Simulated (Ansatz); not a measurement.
C$_{4}$H$_{2}$F$_{4}$ (`FCC#CC(F)(F)F`), relaxed with RKS PBE-D4/def2-SVP in the Gaussian-basis code of Ansatz from a rough embedded geometry. The force threshold is 0.03 eV/Å; the program also tests the step.

Total charge 0; spin multiplicity 1.

Start:

```xyz
10

F     0.713   -2.705   -0.548
C     0.408   -1.936    0.587
C     0.104   -0.530    0.186
C    -0.089    0.528   -0.082
C    -0.403    1.947   -0.542
F    -1.494    1.984   -1.352
F     0.646    2.464   -1.170
F    -0.676    2.693    0.573
H    -0.477   -2.433    1.107
H     1.268   -2.012    1.242
```

(1) How much energy does the relaxation release, and in how many steps? (Best estimate.)

(2) Which bonds change most? (An estimate is asked.)

(3) Give the relaxed structure. (Estimate.)

Answers

(1) Ansatz gave: 21.67 kcal/mol, in 5 steps.

(2) Computed: C3–C4 from 1.109 to 1.221 Å; C4–C5 from 1.524 to 1.469 Å; C2–C3 from 1.493 to 1.461 Å; C2–H10 from 1.084 to 1.114 Å.

(3) The calculation gave: 
```xyz
10

F     0.723   -2.767   -0.522
C     0.412   -1.974    0.567
C     0.124   -0.596    0.178
C    -0.117    0.557   -0.143
C    -0.410    1.946   -0.521
F    -1.491    2.018   -1.330
F     0.630    2.507   -1.176
F    -0.663    2.697    0.575
H    -0.474   -2.403    1.089
H     1.266   -1.986    1.283
```
